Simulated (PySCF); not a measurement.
A PySCF script (with the pyscf-properties extension) for the NMR shieldings of SMILES C=C/C=C\B(Cl)Cl, C4H5BCl2, on a GFN2-xTB geometry:

```python
import basis_set_exchange as bse
import numpy as np
from pyscf import gto, dft
from pyscf.prop import nmr

atoms = """
C    -2.286744    0.258881   -0.620802
C    -0.976262    0.356001   -0.396517
C    -0.246676   -0.659716    0.315313
C     1.075308   -0.675440    0.595405
B     2.190890    0.335609    0.263247
Cl    3.797997   -0.033085    0.801086
Cl    1.995542    1.814018   -0.602510
H    -2.830920    1.019722   -1.152999
H    -2.857851   -0.589466   -0.278120
H    -0.425033    1.213243   -0.749487
H    -0.851729   -1.495255    0.652131
H     1.416676   -1.545197    1.147226
"""
names = dict.fromkeys(["C", "B", "Cl", "H"], "pcSseg-1")
basis = {el: gto.basis.parse(bse.get_basis(n, elements=[el], fmt="nwchem")) for el, n in names.items()}
mol = gto.M(atom=atoms, basis=basis, charge=0, verbose=0)
mf = dft.RKS(mol, xc="PBE0")
mf.grids.level = 2
mf.grids.alignment = dft.numint.BLKSIZE   # the property module wants whole blocks of grid points
mf.conv_tol = 1e-9
mf.kernel()

calc = nmr.RKS(mf)   # GIAO
C = mf.mo_coeff
Co = C[:, mf.mo_occ > 0]
resp = mf.gen_response(singlet=True, hermi=2)
def vind(x):   # induced exchange potential for any number of trial vectors
    d = np.einsum("pi,xij,qj->xpq", C, 2 * x.reshape(-1, C.shape[1], Co.shape[1]), Co, optimize=True)
    return np.einsum("xpq,pi,qj->xij", resp(d - d.transpose(0, 2, 1)), C, Co, optimize=True).ravel()
mo1, _ = nmr.rhf.solve_mo1(calc, with_cphf=vind)
sigma = calc.kernel(mo1)
for i, s in enumerate(sigma):   # ppm
    print("%2d %-2s %9.2f" % (i, mol.atom_pure_symbol(i), np.trace(s) / 3))
```

Problem. What are the results?

Solution. 
```
 0 C      49.02
 1 C      43.38
 2 C      21.01
 3 C      51.76
 4 B      49.81
 5 Cl    667.05
 6 Cl    701.21
 7 H      25.67
 8 H      25.77
 9 H      23.18
10 H      24.44
11 H      25.40
```

These numbers come from an equivalent density-fitted implementation of the same equations, which agrees with the script to about 0.01 ppm for H and up to a few tenths of a ppm for heavy atoms, so last digits may differ.

Size and cost of the density-fitted run: 158 basis functions, 13 s wall time on 1 thread of an Arm Neoverse V2, shared host.
